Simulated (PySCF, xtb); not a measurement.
C₂H₅FN₂Si, SMILES F[C@@H]1[Si@H](N)C=N1. One conformer was computed; it need not be the lowest.

Harmonic wavenumbers (cm⁻¹) from GFN2-xTB in xtb at its own minimum, in rising order: 87, 118, 184, 234, 318, 464, 479, 502, 559, 609, 645, 789, 811, 852, 941, 988, 1049, 1123, 1208, 1272, 1492, 1630, 2312, 2916, 3047, 3458, 3500.

Problem. What does PBE-D3(BJ)/def2-SVP run with PySCF 2.14.0 give at its own minimum? (Estimate from the structure and the level; the computed values follow.)

Solution. 76, 93, 177, 284, 317, 369, 477, 542, 577, 674, 736, 775, 854, 875, 903, 964, 1073, 1150, 1235, 1289, 1485, 1556, 2133, 2963, 3040, 3510, 3611. Paired by order, the mean absolute difference is 41 cm⁻¹ and the zero-point energies are 45.2 and 45.4 kcal/mol.
